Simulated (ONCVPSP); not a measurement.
An all-electron radial function and its pseudo partner (Ta (Z = 73))

Columns: radius, all-electron u(r) and pseudo u(r) of the 5s shell (level -80.21 eV) of tantalum in the configuration [Kr] 4d10 4f14 5s2 5p6 5d3 6s1; PBE, scalar-relativistic, ONCV scheme, ONCVPSP 4.0.1.

```csv
r (bohr),all-electron,pseudo
0.138,0.3916,0.0996
0.275,-0.3200,0.2311
0.413,-0.5471,0.4084
0.550,0.0376,0.6138
0.688,0.6515,0.8173
0.825,1.0095,0.9775
0.963,1.1300,1.0631
1.100,1.0936,1.0558
1.238,0.9750,0.9650
1.375,0.8266,0.8258
1.513,0.6761,0.6759
1.650,0.5405,0.5404
1.788,0.4238,0.4237
1.925,0.3285,0.3284
2.062,0.2521,0.2520
2.200,0.1915,0.1915
2.338,0.1446,0.1445
2.475,0.1088,0.1088
2.613,0.0814,0.0814
2.750,0.0608,0.0607
2.888,0.0451,0.0451
3.025,0.0335,0.0335
3.162,0.0248,0.0248
3.300,0.0183,0.0183
3.438,0.0135,0.0135
3.575,0.0099,0.0099
```

Q: How many radial nodes do the two functions have?

A: The all-electron 5s function has n − l − 1 = 4 (the table is too coarse to show those close to the nucleus); the pseudo-wave has 0, since the states of the same l below it are removed with the core.

Q: At about which radius was the pseudo-wave matched?

A: 1.50 bohr, where the columns begin to agree (steps of 0.14 bohr).

Q: Is the pseudo-wave norm-conserving?

A: Yes: the ONCV scheme keeps the norm inside the radius equal to the all-electron one, which fixes the energy derivative of the logarithmic derivative at the level.
